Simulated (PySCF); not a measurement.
Positional isomers: propene amino. Gas-phase values, no solvent. One relaxed conformer stands for each flexible species; it need not be the lowest. Strings in code marks are SMILES.

Quantity: vertical ionisation energy (energy after one electron is removed minus that of the parent at the parent's geometry), in eV.

Level 1: PBE-D3(BJ)/def2-TZVP // r2SCAN-D4/def2-TZVP (PySCF)
Level 2: PBE/6-31G* // r2SCAN-D4/def2-TZVP (PySCF)
Level 3: minus the HOMO energy of HF/STO-3G // r2SCAN-D4/def2-TZVP (PySCF)
Level 4: minus the HOMO energy of SVWN5/6-31G* // r2SCAN-D4/def2-TZVP (PySCF)

```
species    level 2  level 3  level 4
---------  -------  -------  -------
`C/C=C/N`     7.58     6.48     4.26
`C=C(C)N`     7.78     6.57     4.42
`C/C=C\N`     7.60     6.42     4.25
```

Question: What does level 1 give for each, and how far do the other levels lie from it on average?

Answer: 
- `C/C=C/N`: 7.82
- `C=C(C)N`: 8.05
- `C/C=C\N`: 7.87
Mean absolute difference from level 1, which has limits of its own, over these rows (drawn at random from the members that have all these levels): level 2 0.264 eV, level 3 1.42 eV, level 4 3.61 eV.
